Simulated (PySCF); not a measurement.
## Working out the ionisation energy of O⁺

O⁺ [He] 2s2 2p3 (4S) → O²⁺ [He] 2s2 2p2 (3P). Calculation: PySCF 2.14, in x2c-TZVPPall (5s3p2d1f, 31 functions); the spin-free X2C one-electron Hamiltonian (Gaussian nucleus). Frozen: nothing. Energies in hartree (1 hartree = 27.21139 eV):

| part | O⁺ (lower) | O²⁺ (upper) |
| --- | --- | --- |
| UHF | -74.426619 | -73.156090 |
| MP2 opposite-spin | -0.083987 | -0.076956 |
| MP2 same-spin | -0.029804 | -0.013603 |

Q: What does Hartree-Fock give?

A: (-73.156090) − (-74.426619) = 1.270529 hartree = 34.573 eV.

Q: What do MP2 and SCS-MP2 (6/5 opposite-spin, 1/3 same-spin) give?

A: The opposite-spin parts differ by 0.191 eV and the same-spin parts by 0.441 eV. MP2: 34.573 + (0.191) + (0.441) = 35.205 eV. SCS-MP2: 34.573 + 1.2 × (0.191) + (0.441)/3 = 34.949 eV.

A first-order spin-orbit estimate adds -0.028 eV to MP2 (valence and next inner shell), giving 35.177 eV against 35.121 eV (measured; NIST Atomic Spectra Database, ionization energies).

What remains against the reference includes basis incompleteness and correlation beyond second order.
